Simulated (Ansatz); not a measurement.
Relaxation of CH$_{4}$AlClO (8 atoms, charge 0, multiplicity 1), to a largest force component of 0.015 eV/Å in at most 40 steps.

All numbers below come from Ansatz, RKS PBE0/def2-SVP.

```xyz
8
Properties=species:S:1:pos:R:3
O -0.078 1.716 -1.252
Al -0.063 0.821 0.311
C -0.517 1.812 1.964
Cl 0.528 3.128 2.217
H -1.054 1.634 -1.600
H 0.301 -0.740 0.362
H -1.601 2.208 1.875
H -0.549 1.103 2.819
```

Question: Where does it end, and by what steps?

Answer: It converged. After 14 steps the energy has fallen by 0.762 eV; H6 moved furthest, 0.67 Å. Joined: Al2–Cl4.

```json
{"step": "0", "energy less start (eV)": "0.0000", "largest force component (eV/Å)": "3.062", "accepted": "yes"}
{"step": "1", "energy less start (eV)": "-0.3045", "largest force component (eV/Å)": "1.544", "accepted": "yes"}
{"step": "2", "energy less start (eV)": "-0.4592", "largest force component (eV/Å)": "0.455", "accepted": "yes"}
{"step": "3", "energy less start (eV)": "-0.5226", "largest force component (eV/Å)": "0.465", "accepted": "yes"}
{"step": "4", "energy less start (eV)": "-0.5927", "largest force component (eV/Å)": "0.518", "accepted": "yes"}
{"step": "5", "energy less start (eV)": "-0.6492", "largest force component (eV/Å)": "0.283", "accepted": "yes"}
{"step": "6", "energy less start (eV)": "-0.6589", "largest force component (eV/Å)": "0.209", "accepted": "yes"}
{"step": "7", "energy less start (eV)": "-0.6997", "largest force component (eV/Å)": "0.196", "accepted": "yes"}
{"step": "8", "energy less start (eV)": "-0.5885", "largest force component (eV/Å)": "2.586", "accepted": "no"}
{"step": "9", "energy less start (eV)": "-0.7362", "largest force component (eV/Å)": "0.196", "accepted": "yes"}
{"step": "10", "energy less start (eV)": "-0.7463", "largest force component (eV/Å)": "0.662", "accepted": "yes"}
{"step": "11", "energy less start (eV)": "-0.7593", "largest force component (eV/Å)": "0.194", "accepted": "yes"}
{"step": "12", "energy less start (eV)": "-0.7613", "largest force component (eV/Å)": "0.036", "accepted": "yes"}
{"step": "13", "energy less start (eV)": "-0.7615", "largest force component (eV/Å)": "0.016", "accepted": "yes"}
{"step": "14", "energy less start (eV)": "-0.7616", "largest force component (eV/Å)": "0.006", "accepted": "yes"}
```

```xyz
8
Properties=species:S:1:pos:R:3
O -0.443 1.310 -1.235
Al -0.058 0.803 0.343
C -0.787 1.697 1.932
Cl 0.783 2.681 1.937
H -0.990 2.043 -1.518
H 0.893 -0.446 0.476
H -1.607 2.423 1.864
H -0.825 1.174 2.897
```

Whether the end is a true minimum wasn't checked by a vibrational analysis.

Time of the run: 56 s on 1 thread of Arm Neoverse V1 (shared host), peak memory 0.26 GiB.
